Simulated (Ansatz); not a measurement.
C2H3BClF (`FB1CC1Cl`), one more setting.

```yaml
crystal:
  periodic: [false, false, false]
  atoms:
    - {symbol: F, position_ang: [-1.781113, -0.699583, 1.290432]}
    - {symbol: B, position_ang: [-0.726152, -0.420052, 0.576950]}
    - {symbol: C, position_ang: [0.706106, 0.062801, 0.524634]}
    - {symbol: C, position_ang: [-0.152087, -0.070047, -0.784642]}
    - {symbol: Cl, position_ang: [-0.663505, 1.397553, -1.609829]}
    - {symbol: H, position_ang: [1.576204, -0.585856, 0.553616]}
    - {symbol: H, position_ang: [0.919346, 1.069753, 0.878982]}
    - {symbol: H, position_ang: [0.213402, -0.811668, -1.485843]}
basis:
  gaussian: {orbitals: x2c-TZVPPall}
hamiltonian: {xc: {name: CAM-B3LYP}}
accuracy: high
output: {forces: true}
```

```sh
$ ansatz run in.yaml --threads 2 --pin off --events-out ev --progress --plain --max-ram 4352MiB
```

Shortened log:

```
Functional definition: CAM-B3LYP
3491 factors; integrals over basis functions are off by at most 4.7e-9 eV
487 factors; integrals over basis functions are off by at most 2.5e-9 eV
mean field evaluation 1: about -18076.1704 eV, gradient 5.1e1 eV
mean field evaluation 2: about -18076.5555 eV, gradient 4.9e1 eV
mean field evaluation 4: about -18081.4065 eV, gradient 1.7e0 eV
mean field evaluation 8: about -18081.5424 eV, gradient 3.3e-1 eV
mean field evaluation 16: about -18081.5425 eV, gradient 2.2e-4 eV
mean field -18081.54254883 eV, -664.4844325596 hartree, gradient 6.8e-8 eV, S^2 0.000000; 0 other end points of the search recorded, 0 dependent functions left out
reference -18081.54256855 eV, -664.4844332843 hartree; 23, 23 occupied and 185, 185 virtual orbitals, 3491 factors
Total energy: -18081.54256855 eV, -664.4844332843 hartree
Relativity: scalar
Atom 0 at    -1.781113    -0.699583     1.290432 Å, force     0.004704    -0.005694    -0.004792 eV/Å
Atom 1 at    -0.726152    -0.420052     0.576950 Å, force     0.150440     0.044813    -0.104902 eV/Å
Atom 2 at     0.706106     0.062801     0.524634 Å, force     0.034290     0.012383     0.061942 eV/Å
Atom 3 at    -0.152087    -0.070047    -0.784642 Å, force     0.018482    -0.209298     0.062462 eV/Å
Atom 4 at    -0.663505     1.397553    -1.609829 Å, force    -0.041674     0.122632    -0.070770 eV/Å
Atom 5 at     1.576204    -0.585856     0.553616 Å, force    -0.096953     0.053434     0.011900 eV/Å
Atom 6 at     0.919346     1.069753     0.878982 Å, force    -0.021741    -0.097546    -0.046429 eV/Å
Atom 7 at     0.213402    -0.811668    -1.485843 Å, force    -0.047549     0.079276     0.090589 eV/Å
Dipole moment:     0.301471    -0.238267     0.100998 e Å
```

It took 27 s on 2 threads of an Arm Neoverse V1 on a shared host, with 1.3 GiB of host memory at the peak.
